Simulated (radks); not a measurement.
Ni3+, configuration [Ar] 3d2.5 4s2 4p2.5 (fractional occupations, a model configuration).

Calculated with a radial shooting solver on a logarithmic mesh with Libxc functionals: non-relativistic Kohn-Sham, r2SCAN, spin-unpolarised, spherical densities, point nucleus; meta-GGA in the generalised Kohn-Sham scheme.

Energy parts (Ry):
part                       energy
total                 -3000.44140
kinetic                2998.46936
electron-nucleus      -7007.79348
Hartree                1127.64450
exchange-correlation   -118.76177

Orbitals (lengths in bohr, moments of r in powers of bohr; <r^-3> diverges for s and p1/2):
orbital  occ.  eigenvalue (Ry)  <r^-3>     <r^2>       <r^4>      <r>
1s          2        -605.9386       -  0.004035  0.00004158  0.05486
2s          2        -78.99378       -   0.07231    0.009074   0.2477
2p          6        -69.77026   597.4   0.05742    0.006647   0.2165
3s          2        -14.54693       -    0.5735      0.5112   0.7078
3p          6        -11.60553   88.87    0.6034      0.5978   0.7203
3d        2.5         -6.73714   10.74    0.6499      0.8376   0.7331
4s          2         -3.45417       -     3.770       20.75    1.832
4p        2.5         -2.68824   12.84     4.526       30.46    2.002

The highest occupied level is 4p at -36.575 eV. Virial ratio -V/T = 2.00066.
